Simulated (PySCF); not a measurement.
Ionisation energy of Tl⁵⁴⁺ by level of theory

Tl⁵⁴⁺ [Ar] 3d9 (2D) → Tl⁵⁵⁺ [Ar] 3d8 (3F), as a difference of total energies. Calculation: PySCF 2.14, in an uncontracted even-tempered set (17 s from 13 bohr⁻², ratio 2.5; 13 p from 17 bohr⁻², ratio 2.5; 7 d from 17 bohr⁻², ratio 2.5; 4 f from 72 bohr⁻², ratio 2.7; 3 g from 110 bohr⁻², ratio 2.7); scalar relativity by spin-free X2C-1e. Correlated levels: outer shells: [Ne] frozen; virtual orbitals above 40 to 60 times the deepest correlated orbital energy dropped. The calculations carry no spin-orbit coupling.

| method | ionisation energy (eV) |
| --- | --- |
| UHF | 5414.2 |
| LDA | 5413.7 |
| PBE | 5412.4 |
| PBE0 | 5413.5 |
| r2SCAN | 5412.1 |
| BHandHLYP | 5414.1 |
| B3LYP | 5413.4 |
| MP2 (outer shells) | 5416.0 |
| SCS-MP2 (outer shells) | 5415.7 |

Spin-orbit coupling is strong in these open shells (close to jj coupling). The scalar numbers leave it out and a first-order estimate fails, so it can dominate the gap to the real levels.

Breit and QED terms and the two-electron picture change are absent.

For comparison: 5371 ± 5 eV (theoretical estimate listed by NIST; NIST Atomic Spectra Database, ionization energies).
